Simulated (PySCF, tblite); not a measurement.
Isomers of C6H11OSi (doublet state), one GFN2-xTB conformer each. Single-point energies are computed at B3LYP/pcH-1 (PySCF, gas phase, no added dispersion term), electronic only. GFN2-xTB treats the open shell by occupation alone, and not every SCF solution was tested for stability.

```tsv
SMILES	GFN2-xTB relative energy (kcal/mol)
C#C[C@@H]([SiH3])[C@@H](C)[CH]O	75.0
C=C(O[SiH3])[C]1CCC1	0.0
```

Conformers: `[CH:1]#[C:2][C@@H:3]([SiH3:4])[C@@H:5]([CH3:6])[CH:7][OH:8]` (doublet state) with C2–C3–C5–C6 77°, C3–C5–C7–O8 137°, C5–C7–O8–H 178°; `[CH2:1]=[C:2]([O:3][SiH3:4])[C:5]1[CH2:6][CH2:7][CH2:8]1` (doublet state) with C1–C2–O3–Si4 2°, C1–C2–C5–C6 -178°.

Task: What does B3LYP/pcH-1 give for the same structures?

Result: 
```
                         SMILES  B3LYP/pcH-1 E (Eh)  B3LYP/pcH-1 (kcal/mol)  GFN2-xTB (kcal/mol)  point group
           C=C(O[SiH3])[C]1CCC1          -599.94736                     0.0                  0.0      near Cs
C#C[C@@H]([SiH3])[C@@H](C)[CH]O          -599.87512                    45.3                 75.0           C1
```

Both levels put the same isomer lowest. As drawn, the lower has a four-membered ring and an Si–O bond, which the higher lacks; the higher has an O–H bond and an Si–C bond, which the lower lacks.

Task: What happens when harmonic zero-point energies from GFN2-xTB frequencies are added?

Result: 
```csv
SMILES,ZPE (kcal/mol),electronic (kcal/mol),with ZPE (kcal/mol)
C=C(O[SiH3])[C]1CCC1,91.7,0.0,0.0
C#C[C@@H]([SiH3])[C@@H](C)[CH]O,90.1,45.3,43.7
```

The zero-point energies span 1.6 kcal/mol. The order is unchanged.
